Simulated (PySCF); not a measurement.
## Spinor energies of V⁴⁺ (vanadium, charge +4)

Start: [Ar] 3d1; 3d3/2 filled at m_j = +3/2. Calculated with PySCF 2.14 in x2c-QZVPPall-2c: generalised Hartree-Fock with the X2C-1e Hamiltonian and a Gaussian nucleus; one run each with spin-orbit coupling (SO) switched off, then screened by Boettger's factors.

| spinor shell | electrons | ε, spin-free (eV) | ε, screened SO (eV) | weight of nominal j (screened SO) | rms radius, screened SO (bohr) |
| --- | --- | --- | --- | --- | --- |
| 1s1/2 | 2 | -5577.7 | -5577.7 | 1.000 | 0.0768 |
| 2s1/2 | 2 | -715.84 | -715.81 | 1.000 | 0.332 |
| 2p1/2 | 2 | -604.29 | -609.48 | 1.000 | 0.301 |
| 3s1/2 | 2 | -141.50 | -141.49 | 1.000 | 0.986 |
| 3p1/2 | 2 | -107.71 | -109.31 | 0.935 | 1.05 |
| 3p3/2 | 4 | -107.71 | -106.90 | 0.968 | 1.05 |
| 3d3/2 | 1 | -65.640 | -65.683 | 0.956 | 1.18 |

Q: Where does 2p3/2 lie, and what is the 2p spin-orbit splitting (screened SO)?

A: At -601.71 eV, 7.769 eV above 2p1/2.

```tsv
quantity	spin-free	screened SO
E (hartree)	-944.71635	-944.72699
M_J	3/2	3/2
⟨J²⟩	4.485	3.974
⟨L²⟩	6.008	6.007
⟨S²⟩	0.752	0.752
```

Each row is a mean over spinors that exchange with the open shell spreads, by up to 5.200 eV (3p1/2).

⟨J²⟩ departs a little from M_J(M_J + 1) because the unrestricted spinors polarise the closed shells.

Without spin-orbit coupling the j labels of p, d and f shells carry no meaning; the spin-free column gives the mean over the occupied spinors of each nl shell, and its ⟨J²⟩ belongs to a mixture of degenerate components.
